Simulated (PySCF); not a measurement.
[BiS2]− at several levels of theory

Computed with PySCF 2.14.0 (density fitting, no spin-orbit coupling) at the geometry relaxed with r2SCAN:

```xyz
3
[BiS2]− (singlet)
Bi    0.0000    0.0000   -0.4954
S     2.0157    0.0000    0.8414
S    -2.0157    0.0000    0.8414
```

| level | basis | state | HOMO (eV) | gap (eV) | charge on Bi1 (e) | dipole about the centre of mass (D) | largest force component (eV/Å) |
| --- | --- | --- | --- | --- | --- | --- | --- |
| r2SCAN | Bi def2-SVP with ECP60, S def2-SVP | singlet | -0.20 | 1.58 | 0.24 | 5.50 | 0.00 |
| PBE | the same | singlet | 0.12 | 1.41 | 0.15 | 5.22 | 0.28 |
| TPSSh | the same | singlet | -0.46 | 2.11 | 0.24 | 5.56 | 0.04 |
| CAM-B3LYP | the same | singlet | -2.07 | 4.97 | 0.24 | 5.71 | 0.52 |
| HF | the same | singlet | -3.32 | 7.71 | 0.45 | 6.43 | 0.87 |
| r2SCAN | Bi x2c-SVPall, S x2c-SVPall | singlet | -0.15 | 1.56 | 0.26 | 5.56 | 0.47 |

Charges are Mulliken's, which hang on the basis. The relaxation used the grid (50, 194), these runs (75, 302) or, all-electron (x2c bases, spin-free X2C Hamiltonian), (99, 590).

Question: What does r2SCAN with Bi def2-TZVP with ECP60, S def2-TZVP give here?

Answer: state singlet, HOMO (eV) -0.67, gap (eV) 1.63, charge on Bi1 (e) 0.51, dipole about the centre of mass (D) 5.85, largest force component (eV/Å) 0.40. Time: 4.9 s on 2 threads of AMD EPYC 9R45 96-Core Processor (Zen 5), with other jobs on the host, from free ions and atoms.

In the first row's basis the gap widens with exact exchange: 1.4 to 1.6 eV for PBE, r2SCAN (none); 2.1 eV for TPSSh (a fixed share); 5.0 to 7.7 eV for CAM-B3LYP, Hartree–Fock (rising or full at long range).

No frequency check is given that shows the relaxed geometry to be a minimum.

The highest filled level of some runs lies above zero, as often for anions with such functionals and bases.
